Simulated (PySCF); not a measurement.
# Steps of a relaxation of [La3]+

[La3]+ (triplet). PySCF 2.14.0, UKS r2SCAN, La def2-SVP with ECP46; non-relativistic Hamiltonian with scalar-relativistic core potentials where named; density fitting; no spin-orbit coupling. Origin of the start: template. Columns: position (Å) and force (eV/Å). Energies are counted from the last step; some of the 5 steps are shown. Forces carry noise of the integration grid, about 0.01 to 0.03 eV/Å.

Run from Python with OMP_NUM_THREADS=2. Where DIIS fails, smearing, a level shift and second-order steps follow.
It took 78 s on 2 threads of Arm Neoverse V1, with other jobs on the host, from the converged density of the start.

```xyz
3
step 0  E = 0.069 eV
La    0.0000    0.0000    3.3000     0.00    0.00   -0.32
La    0.0000    0.0000    0.0000     0.00    0.00   -0.33
La    0.0000    0.0000   -3.3000     0.00    0.00    0.66
```

```xyz
3
step 1  E = 0.045 eV
La    0.0000    0.0000    3.2736     0.00    0.00   -0.24
La    0.0000    0.0000    0.0000     0.00    0.00   -0.34
La    0.0000    0.0000   -3.2736     0.00    0.00    0.58
```

```xyz
3
step 3  E = 0.000 eV
La    0.0000    0.0000    3.1687     0.00    0.00    0.18
La    0.0000    0.0000    0.0000     0.00    0.00   -0.36
La    0.0000    0.0000   -3.1687     0.00    0.00    0.19
```

Question: Where does the relaxation end?

Answer: It converges at step 4 in D∞h:
```xyz
3
step 4  E = 0
La    0.0000    0.0000    3.1673
La    0.0000    0.0000    0.0000
La    0.0000    0.0000   -3.1673
```

No frequency check is given that shows the relaxed geometry to be a minimum. The relaxed state is spin-contaminated (spin squared 3.45 against 2.00). Open shells may have lower solutions than the one found.
